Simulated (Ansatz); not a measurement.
The same molecule with X = O, S, Te. Ansatz, PBE0-D4/def2-TZVP geometries, multiplicity 1.

Elements past krypton have def2 core potentials.

```json
{"X": "S", "molecule": "`[SiH3]C1[SiH2]S1`", "mean X–C bond length / Å": "1.879", "mean X–Si bond length / Å": "2.085", "HOMO–LUMO gap (PBE0/def2-TZVPP) / eV": "6.45", "HOMO energy (B3LYP/def2-TZVPP) / eV": "-6.76", "LUMO energy (PBE/def2-TZVPP) / eV": "-1.40"}
{"X": "Te", "molecule": "`[SiH3]C1[SiH2][Te]1`", "mean X–C bond length / Å": "2.242", "mean X–Si bond length / Å": "2.432", "HOMO–LUMO gap (PBE0/def2-TZVPP) / eV": "4.88", "HOMO energy (B3LYP/def2-TZVPP) / eV": "-6.02", "LUMO energy (PBE/def2-TZVPP) / eV": "-2.19"}
```

Question: Give the row for X = O, `[SiH3]C1O[SiH2]1`. (Best estimate.)

Answer: Computed: 
```tsv
X	molecule	mean X–C bond length / Å	mean X–Si bond length / Å	HOMO–LUMO gap (PBE0/def2-TZVPP) / eV	HOMO energy (B3LYP/def2-TZVPP) / eV	LUMO energy (PBE/def2-TZVPP) / eV
O	`[SiH3]C1O[SiH2]1`	1.495	1.659	6.96	-7.45	-1.56
```

From O to Te the mean X–C bond length rises at each step, by 0.747 Å in all; the mean X–Si bond length rises at each step, by 0.773 Å in all; the HOMO–LUMO gap (PBE0/def2-TZVPP) falls at each step, by 2.08 eV in all; the HOMO energy (B3LYP/def2-TZVPP) rises at each step, by 1.43 eV in all; the LUMO energy (PBE/def2-TZVPP) isn't monotonic: highest at S, lowest at Te. Bonds lengthen as the atom grows down the group.

B3LYP here is the variant with VWN-RPA as its local correlation; programs differ in this.

Spin–orbit coupling is left out; it splits and shifts lone-pair levels of the heavy atoms by tenths of an eV.
